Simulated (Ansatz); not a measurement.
`[AlH2][SiH2][GeH3]` + H₂ → `[SiH3][GeH3]` + `[AlH3]` at 600 K and 1 bar (hydrogenolysis of the Si–Al bond).

Program: Ansatz. Geometries: PBE0-D4/def2-TZVP. ΔE: electronic, gas phase. CBS: MP2 limit from def2 TZ/QZ plus the TZ coupled-cluster correction, frozen cores. This one scheme is used for every species. For Ge outer-core shells are correlated without core-valence functions, which leaves a few kJ/mol of doubt a bond. Scalar relativity is left out up to krypton.

```csv
species,CCSD(T)/CBS energy (Eh),H − E (kJ/mol),S (J/(mol·K))
`[AlH2][SiH2][GeH3]`,-2611.38547,206.7,472.7
H₂,-1.17544,43.9,150.8
`[SiH3][GeH3]`,-2368.78170,172.3,364.0
`[AlH3]`,-243.78045,74.2,242.3
```

H − E and S are ideal-gas, rigid-rotor, harmonic terms from PBE0-D4/def2-TZVP. The MP2-based limit puts H₂ 0.8 mEh under its directly extrapolated value; such offsets cancel only in part. 1 Eh = 2625.50 kJ/mol, R = 8.31446 J/(mol·K).

**Question.** By hand: ΔE, ΔH, ΔS and ΔG.

**Answer.** ΔE = (-2368.78170) + (-243.78045) − (-2611.38547) − (-1.17544) = -0.00124 Eh = -3.3 kJ/mol. Δ(H − E) = 172.3 + 74.2 − 206.7 − 43.9 = -4.1, so ΔH = -7.4 kJ/mol. ΔS = 364.0 + 242.3 − 472.7 − 150.8 = -17.2 J/(mol·K). ΔG = -7.4 − 600 × (-17.2)/1000 = 2.9 kJ/mol.

**Question.** By hand: the equilibrium constant, and the temperature at which ΔG would vanish if ΔH and ΔS stayed fixed.

**Answer.** log₁₀ K = −ΔG/(RT ln 10) = -0.3. ΔG = 0 at ΔH/ΔS = 430 K, though so small a ΔH makes that figure unsure.

TΔS isn't small against ΔH here. The sign of ΔG lies within the doubt. A doubt of 5 kJ/mol in ΔE shifts log₁₀ K by 0.4 here. Modes under 60 cm⁻¹, often nearly free rotors, make the harmonic entropy too high. These are equilibria of isolated gas molecules and say nothing of rates. Largest T1 diagnostic: 0.012 (customary marks: 0.02 for closed shells, 0.045 for open ones).
